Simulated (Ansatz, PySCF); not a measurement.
C$_{2}$H$_{8}$Sn, singlet, at a GFN2-xTB geometry (such geometries of metal compounds can be far from the true shape) (all electrons, no relativity), with bond 4-1 at 1.4 times its length. Base run: CASSCF(6,5)/STO-3G (PySCF).

Input for PySCF:
```python
from pyscf import gto, scf, mcscf
import numpy

mol = gto.Mole()
mol.atom = '''
    Sn    0.610331    0.106927    0.016697
    C    -1.327381   -0.833074   -0.237857
    C    -2.489005    0.078342    0.104586
    H     2.367739   -1.303390   -0.574365
    H     0.766601    1.480857   -0.906947
    H     0.879807    0.574928    1.589485
    H    -1.356044   -1.723182    0.388385
    H    -1.408633   -1.166447   -1.271071
    H    -2.494578    0.961941   -0.529019
    H    -2.440843    0.403661    1.140954
    H    -3.430169   -0.449292   -0.041494
'''
mol.basis = 'sto-3g'
mol.charge = 0
mol.spin = 0
mol.verbose = 4
mol.build()

mf = scf.RHF(mol)
mf.kernel()
mc = mcscf.CASSCF(mf, 5, 6)
mc.fix_spin_(ss=0.0)
mc.kernel()
occ = numpy.linalg.eigvalsh(mc.fcisolver.make_rdm1(mc.ci, mc.ncas, mc.nelecas))[::-1]
ss = mc.fcisolver.spin_square(mc.ci, mc.ncas, mc.nelecas)[0]
print('natural occupations', occ.round(4), ' <S^2>', round(ss, 4))
```

Programs used: Ansatz (a program for electronic structure), PySCF; a row that names a program was run with it.

Each row names what was changed in the base input (with any setting that the change needs).

| change | ΔE vs base (kcal/mol) | natural occupations | <S^2> of the state |
|---|---|---|---|
| base | 0.000 | 2.00 1.97 1.87 0.13 0.03 | 0.00 |
| active space = 2 electrons, 3 orbitals | 8.96 | 1.88 0.12 0.00 | 0.00 |
| solver = newton | 0.000 | 2.00 1.97 1.87 0.13 0.03 | 0.00 |
| start = MP2 natural orbitals | 0.000 | 2.00 1.97 1.87 0.13 0.03 | 0.00 |
| active space = 4 electrons, 3 orbitals | 8.89 | 2.00 1.88 0.12 | 0.00 |
| conv_tol = 1e-5 | 0.289 | 2.00 1.97 1.87 0.13 0.03 | 0.00 |
| orbitals = fixed (CASCI) | 6.84 | 2.00 1.99 1.89 0.11 0.01 | 0.00 |
| state_average = 2 states | 1.76 | - | - |
| active space = 6 electrons, 7 orbitals | -10.04 | 1.98 1.97 1.87 0.13 0.03 0.02 0.00 | 0.00 |
| code = ansatz | 0.007 | - | - |
| fix_spin_ = off | 0.000 | 2.00 1.97 1.87 0.13 0.03 | 0.00 |

Active orbitals are taken around the Fermi level unless the row says otherwise; CASSCF can end in different local minima, and two programs can end on different orbitals. State-averaged rows give the lowest state.
